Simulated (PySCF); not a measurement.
C3H8OSi2.
Bonds: C1–C2, C2–C3 (triple), C3–Si4, Si4–O5, O5–Si6. Hydrogens: H7, H8, H9 on C1; H10, H11 on Si4; H12, H13, H14 on Si6.

Method: core-valence-separated Tamm–Dancoff BHandHLYP/aug-pcX-1 (pcseg-1 on H, def2-SVPD on Si) in PySCF, non-relativistic, gas phase, PBE0-D3(BJ)/def2-SVP geometry. BHandHLYP without relativity tends to put these K edges a few eV too low, so spacings mean more than positions.

Task: List the carbon K-edge absorption lines.

Result: 
```tsv
E (eV)	f	core hole on	main final orbital	polarisation
282.85	0.0437	C3	LUMO (45 %)	across the triple bond
282.93	0.0482	C3	LUMO+2 (34 %)	across the triple bond
283.26	0.0577	C2	LUMO (51 %)	across the triple bond
283.48	0.0589	C2	LUMO+2 (41 %)	across the triple bond
285.68	0.0005	C3	LUMO+1 (55 %)	–
285.98	0.0183	C3	LUMO (40 %)	across the triple bond
286.05	0.0037	C1	LUMO+1 (87 %)	–
286.17	0.0088	C1	LUMO (58 %)	–
286.34	0.0138	C1	LUMO+2 (48 %)	–
286.36	0.0012	C2	LUMO+1 (77 %)	along the triple bond
286.58	0.0008	C3	spread	–
286.67	0.0124	C3	spread	along the triple bond
286.74	0.0094	C3	spread	mixed
287.13	0.0001	C3	LUMO+4 (77 %)	–
287.31	0.0261	C1	spread	–
```

The first line with a tenth or more of the strongest one's intensity is at 282.85 eV (f = 0.044), with the hole on C3 (alkyne carbon), polarised across the triple bond: a 1s→π* resonance. The strongest listed is at 283.48 eV (f = 0.059; C2).

Task: What does the O 1s absorption edge look like?

Result: 
| E (eV) | f | core hole on | main final orbital |
| --- | --- | --- | --- |
| 532.08 | 0.0041 | O5 | LUMO (83 %) |
| 533.42 | 0.0260 | O5 | LUMO+4 (35 %) |
| 533.57 | 0.0111 | O5 | LUMO+2 (36 %) |
| 533.97 | 0.0122 | O5 | LUMO+9 (40 %) |
| 534.09 | 0.0064 | O5 | spread |
| 534.53 | 0.0032 | O5 | spread |
| 534.76 | 0.0007 | O5 | LUMO+1 (44 %) |

The first line with a tenth or more of the strongest one's intensity is at 532.08 eV (f = 0.004), with the hole on O5 (siloxane oxygen). The strongest listed is at 533.42 eV (f = 0.026; O5).

Roots within 0.03 eV whose holes lie on the same, on equivalent or on shared atoms are summed into one line, and the highest roots are left out, as the search may have cut off their partners. Final orbitals are the ground state's empty Kohn–Sham orbitals. A dash: too weak, shared between unlike atoms, or no plane or axis to refer to.

Task: What is the summed oscillator strength of the listed C K lines, and their intensity-weighted mean energy?

Result: Σf = 0.304 over 15 lines from 282.85 to 287.31 eV; the weighted mean is 284.23 eV. The strongest line holds 19 % of the sum.

Only the lowest roots of each edge were sought.

The values belong to the conformer `[CH3:1][C:2]#[C:3][SiH2:4][O:5][SiH3:6]`: C3–Si4–O5–Si6 -32°.
